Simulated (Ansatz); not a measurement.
`C[SiH2]OCF` + `[NH2][GeH3]` → `C[SiH2][NH][GeH3]` + `OCF`  (ligand exchange at the Si–O bond)

Program: Ansatz. Geometries: PBE0-D4/def2-TZVP. ΔE: electronic, gas phase. CBS: MP2 limit from def2 TZ/QZ plus the TZ coupled-cluster correction, frozen cores. For Ge outer-core shells are correlated without core-valence functions, which leaves a few kJ/mol of doubt a bond. Scalar relativity is left out up to krypton. One conformer a species, not always the lowest.

```tsv
species	MP2/def2-TZVPP energy (Eh)
`C[SiH2]OCF`	-544.17254
`[NH2][GeH3]`	-2133.24202
`C[SiH2][NH][GeH3]`	-2462.73503
`OCF`	-214.66852
```

Q: Work out ΔE.

A: ΔE = (-2462.73503) + (-214.66852) − (-544.17254) − (-2133.24202) = 0.01101 Eh = +28.9 kJ/mol. CCSD(T)/CBS gives +29.8 kJ/mol.

Q: What do rigid-rotor, harmonic-oscillator terms from PBE0-D4/def2-TZVP frequencies (298.15 K, 1 bar) make of the CCSD(T)/CBS value? (Estimate.)

A: Computed: ΔZPE = +0.2 kJ/mol, ΔH = +30.4 kJ/mol, ΔS = 10 J/(mol·K), ΔG = +27.4 kJ/mol. Modes under 50 cm⁻¹ make the entropy rough.

Largest T1 diagnostic among the species: 0.011.

In def2-TZVPP, CCSD(T) changes the Hartree–Fock value by −7.1 kJ/mol (the triples alone add −0.8 kJ/mol) and MP2 by −7.7 kJ/mol. Leaving LDA and LC-ωPBE aside and taking each functional with its dispersion term where it has one, the values, not all of them listed here, spread over 7.7 kJ/mol, from revPBE-D4 to B97M-V. At CCSD(T), def2-SVP lies −3.0 kJ/mol from the extrapolated value and def2-TZVPP −0.3 kJ/mol.
